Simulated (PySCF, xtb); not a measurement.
O3Te, SMILES O=[Te+2]([O-])[O-].

Geometry: PBE-D3(BJ)/def2-SVP. The def2 effective core potentials stand for the cores of Te; spin–orbit coupling is left out.

These are IEF-PCM-ωB97X/def2-SVP run with PySCF 2.14.0 values and carry that method's errors.

The values are the electrostatic part of the solvation free energy, E(continuum) − E(gas) at the gas-phase geometry, in a cavity of scaled van der Waals radii (PySCF's table); cavitation and dispersion terms are not included. In vacuum the orbital gap is 9.35 eV. The dipole moment in vacuum is 0.00 D.

### Question
Estimate the values in water (ε = 78.36), ethylethanoate (ε = 5.99), diethylether (ε = 4.24). (The exact figures need the calculation; the answer reports its results.)

### Answer

| solvent | ε | ΔG(elec) (kcal/mol) | dipole (D) | gap (eV) |
|---|---|---|---|---|
| water | 78.36 | -8.9 | 0.00 | 9.45 |
| ethylethanoate | 5.99 | -6.8 | 0.00 | 9.43 |
| diethylether | 4.24 | -6.0 | 0.00 | 9.42 |

For comparison, GFN2-xTB/ALPB(water) (xtb, at the GFN2-xTB geometry, all terms of that model) gives 3.4 kcal/mol.
